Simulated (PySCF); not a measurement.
Species: C6H8NP.
Atom-mapped SMILES: `[CH3:1][c:2]1[cH:3][n:4][cH:5][p:6][c:7]1[CH3:8]`

Definitions: NICS(0) = −σiso at the ring centroid; NICS(1) = −σiso and NICS(1)zz = −σzz at ±1 Å along the ring normal z. Level: GIAO PBE0/pcSseg-1 (PySCF, non-relativistic, gas phase) on the GFN2-xTB geometry, one conformer.

Ring bond lengths (Å), with Mayer bond orders in brackets: C2–C3 1.395 (1.38), C3–N4 1.318 (1.51), N4–C5 1.309 (1.47), C5–P6 1.742 (1.30), P6–C7 1.750 (1.31), C7–C2 1.391 (1.37).

Q: What do the NICS probes read (ppm)?

A: 
```tsv
ring	type	NICS(0)	NICS(1), two faces	NICS(1)zz, two faces	rms pucker (Å)	centre to ring atoms, mean (Å)
C2–C3–N4–C5–P6–C7	6-membered ring with N and P; formal bonds all aromatic	-6.7	-10.7 / -10.7	-25.9 / -25.9	0.00	1.48
```

Q: What do they say, and how far can they be read as aromaticity?

A: 
- C2–C3–N4–C5–P6–C7: mean NICS(1)zz -25.9 ppm, shielded.

Q: And the bond-length index? HOMA takes Krygowski's 1993 parameters.

A: 
- C2–C3–N4–C5–P6–C7: HOMA 0.89; the largest term is that of P6–C7, α(R − Ropt)² = 0.33.

Q: What is the mean of the two in-plane components of NICS at the second NICS(1) probe listed for ring C2–C3–N4–C5–P6–C7, 1 Å off the ring?

A: The isotropic value is a third of the trace: (3 × -10.7 − (-25.9))/2 = -3.1 ppm.

Q: Give the inner angles of the rings and the Hirshfeld charges of the ring atoms.

A: 
- C2–C3–N4–C5–P6–C7: C2 121.3° (+0.004 e), C3 126.8° (+0.015 e), N4 121.6° (-0.157 e), C5 128.2° (-0.046 e), P6 98.9° (+0.074 e), C7 123.2° (-0.035 e); sum 720.0° against 720° for a flat convex ring.

Q: What are the shieldings of the ring atoms and their hydrogens in the same run (means over atoms taken as equivalent)?

A: 
```json
{"atoms": "C2", "environment": "substituted aromatic carbon", "σ isotropic (ppm)": "50.0", "principal values of the symmetric part, first atom (ppm)": "-54.3, 26.5, 177.8"}
{"atoms": "C3", "environment": "aromatic CH next to a ring nitrogen", "σ isotropic (ppm)": "32.8", "principal values of the symmetric part, first atom (ppm)": "-55.1, 26.5, 126.9"}
{"atoms": "N4", "environment": "pyridine-type nitrogen", "σ isotropic (ppm)": "-107.6", "principal values of the symmetric part, first atom (ppm)": "-461.5, -174.8, 313.5"}
{"atoms": "C5", "environment": "aromatic CH next to a ring nitrogen", "σ isotropic (ppm)": "-3.2", "principal values of the symmetric part, first atom (ppm)": "-172.6, 20.4, 142.6"}
{"atoms": "P6", "environment": "phosphorus bonded to 2 C", "σ isotropic (ppm)": "109.6", "principal values of the symmetric part, first atom (ppm)": "-108.5, -77.8, 515.1"}
{"atoms": "C7", "environment": "substituted aromatic carbon", "σ isotropic (ppm)": "-1.7", "principal values of the symmetric part, first atom (ppm)": "-170.8, -16.7, 182.3"}
{"atoms": "H on C3", "environment": "aromatic hydrogen", "σ isotropic (ppm)": "22.73", "principal values of the symmetric part, first atom (ppm)": "17.9, 21.9, 28.4"}
{"atoms": "H on C5", "environment": "aromatic hydrogen", "σ isotropic (ppm)": "21.24", "principal values of the symmetric part, first atom (ppm)": "18.3, 18.4, 27.1"}
```

Cost: about 80 s of CPU time on one thread; the machine was shared, so the figure is rough. This is the whole shielding run at PBE0/pcSseg-1, SCF included.
